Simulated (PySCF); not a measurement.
## Calculated NMR parameters of neo-PeOMe

* Formula: C6H14O
* SMILES: COCC(C)(C)C
* Degrees of unsaturation: 0
* Carbon signals: 4
* Proton signals: 3

Numbering as in the mapped SMILES `[CH3:1][O:2][CH2:3][C:4]([CH3:5])([CH3:6])[CH3:7]`; H(Xn) means a hydrogen on atom n.

Theory: B3LYP/pcJ-1 coupling constants (without the spin–dipole term), shielding tensors at PBE0/pcSseg-1 (GIAO), geometry: PBE0-D3(BJ)/def2-SVP, in PySCF 2.14.0 with density-fitted response routines (equivalent nuclei averaged, a single conformation, no solvent model, no relativistic terms).

Chemical shifts δ = σref − σ; TMS for 1H (31.27 ppm) and 13C (184.41 ppm); 17O (334.56 ppm) against H2O, all at this level.

| carbon | δC, type | δH (multiplicity, J in Hz) | HMBC from (abs. J ≥ 3 Hz) | span of the C tensor (ppm) |
| --- | --- | --- | --- | --- |
| C1 | 59.3, CH3 | 3.31 (s) | – | 89 |
| C3 | 84.7, CH2 | 2.74 (s) | H(C1), H(C5)/H(C6)/H(C7) | 69 |
| C4 | 31.9, C | – | H(C5)/H(C6)/H(C7) | 9 |
| C5/C6/C7 | 28.1, CH3 | 0.88 (s) | H(C3), H(C5)/H(C6)/H(C7) | 49 |

Other nuclei:
```csv
atoms,nucleus,environment,δ (ppm),σ (ppm)
O2,17O,ether oxygen,23.4,311.2
```

Selected couplings (Hz, signed; the shortest-range and largest first, 30 at most; isotopes 13C, 1H): 1J(C1,H(C1)) 144.6, 1J(C3,H(C3)) 141.9, 1J(C5,H(C5)) 132.4, 1J(C3,C4) 39.9, 1J(C4,C5) 36.4, 2J(C1,C3) -2.3, 2J(C3,C5) 1.0, 3J(C1,C4) 5.2.

1. Carbon types of the structure: 1 × C, 1 × CH2, 4 × CH3, which accounts for all hydrogens.
2. δC 84.7: sp3 CH2 bonded to O; deshielded by the electronegative neighbour.
3. δC 31.9: quaternary sp3 carbon; saturated and bonded to C and H only.
4. δC 28.1: methyl carbon; aliphatic region, no heteroatom directly attached.
5. δH 3.31: hydrogen on a methyl carbon bonded to O; its carbon carries O, which withdraws density.
6. δH 2.74: hydrogen on an sp3 CH2 bonded to O; its carbon carries O, which withdraws density.

Shifts are as computed. Against solution values, carbons near 30 ppm lie about +2 ppm off and those near 130 ppm about +5 ppm. Of 1211 compounds with measured shifts, 218 miss one by over three times the rms of a fit or turn the order of signals round; such compounds aren't used in these exercises. Experimental scales use liquid or dissolved standards, which lie at an offset from isolated H2O (liquid H2O: subtract about 36 ppm).
